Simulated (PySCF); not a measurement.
Isomers of C6H9F3O, one GFN2-xTB conformer each. Single-point energies are computed at PBE0/pcSseg-1 (PySCF, gas phase, no added dispersion term), electronic only.

| SMILES | GFN2-xTB relative energy (kcal/mol) |
| --- | --- |
| C=C[C@](C)(OCF)C(F)F | 34.1 |
| C/C=C\[C@H](OCF)C(F)F | 34.9 |
| FC(F)O[C@@H]1CCC[C@H]1F | 0.0 |
| C=C(C)[C@H](OCF)C(F)F | 32.3 |

Conformers: `[CH2:1]=[CH:2][C@:3]([CH3:4])([O:5][CH2:6][F:7])[CH:8]([F:9])[F:10]` with C1–C2–C3–C4 -89°, C2–C3–O5–C6 -67°, C3–O5–C6–F7 -85°, C2–C3–C8–F9 -78°; `[CH3:1]/[CH:2]=[CH:3]\[C@H:4]([O:5][CH2:6][F:7])[CH:8]([F:9])[F:10]` with C2–C3–C4–O5 -157°, C3–C4–O5–C6 159°, C4–O5–C6–F7 -68°, C3–C4–C8–F9 74°; `[F:1][CH:2]([F:3])[O:4][C@@H:5]1[CH2:6][CH2:7][CH2:8][C@H:9]1[F:10]` with F1–C2–O4–C5 -91°, C2–O4–C5–C6 -168°, O4–C5–C6–C7 -144°, C5–C6–C7–C8 38°, C6–C7–C8–C9 -39°, C7–C8–C9–F10 -92°; `[CH2:1]=[C:2]([CH3:3])[C@H:4]([O:5][CH2:6][F:7])[CH:8]([F:9])[F:10]` with C1–C2–C4–O5 -122°, C2–C4–O5–C6 71°, C4–O5–C6–F7 69°, C2–C4–C8–F9 -161°.

Problem. What does PBE0/pcSseg-1 give for the same structures?

Solution. 
```json
{"SMILES": "FC(F)O[C@@H]1CCC[C@H]1F", "PBE0/pcSseg-1 E (Eh)": "-608.11607", "PBE0/pcSseg-1 (kcal/mol)": "0.0", "GFN2-xTB (kcal/mol)": "0.0", "point group": "C1"}
{"SMILES": "C=C(C)[C@H](OCF)C(F)F", "PBE0/pcSseg-1 E (Eh)": "-608.07733", "PBE0/pcSseg-1 (kcal/mol)": "24.3", "GFN2-xTB (kcal/mol)": "32.3", "point group": "C1"}
{"SMILES": "C/C=C\\[C@H](OCF)C(F)F", "PBE0/pcSseg-1 E (Eh)": "-608.07319", "PBE0/pcSseg-1 (kcal/mol)": "26.9", "GFN2-xTB (kcal/mol)": "34.9", "point group": "C1"}
{"SMILES": "C=C[C@](C)(OCF)C(F)F", "PBE0/pcSseg-1 E (Eh)": "-608.07271", "PBE0/pcSseg-1 (kcal/mol)": "27.2", "GFN2-xTB (kcal/mol)": "34.1", "point group": "C1"}
```

Both levels put the same isomer lowest; measured from each level's own lowest isomer, the values differ by up to 8.0 kcal/mol (C/C=C\[C@H](OCF)C(F)F: 34.9 against 26.9). As drawn, the highest has a C=C bond outside aromatic rings, which the lowest lacks. Neighbours under 2.5 kcal/mol apart (C/C=C\[C@H](OCF)C(F)F and C=C[C@](C)(OCF)C(F)F) can change places with a better method, another conformer or zero-point energy.

Problem. Which frontier levels, dipoles and rotational constants go with these structures?

Solution. 
| SMILES | HOMO (eV, PBE0/pcSseg-1) | LUMO (eV) | dipole (D) | A, B, C (MHz) |
| --- | --- | --- | --- | --- |
| FC(F)O[C@@H]1CCC[C@H]1F | -8.68 | 1.07 | 2.70 | 2414, 808.2, 678.0 |
| C=C(C)[C@H](OCF)C(F)F | -7.91 | -0.25 | 3.25 | 1459, 1065, 759.3 |
| C/C=C\[C@H](OCF)C(F)F | -7.69 | -0.01 | 2.15 | 1432, 945.5, 731.2 |
| C=C[C@](C)(OCF)C(F)F | -7.98 | -0.21 | 2.23 | 1670, 1121, 1006 |
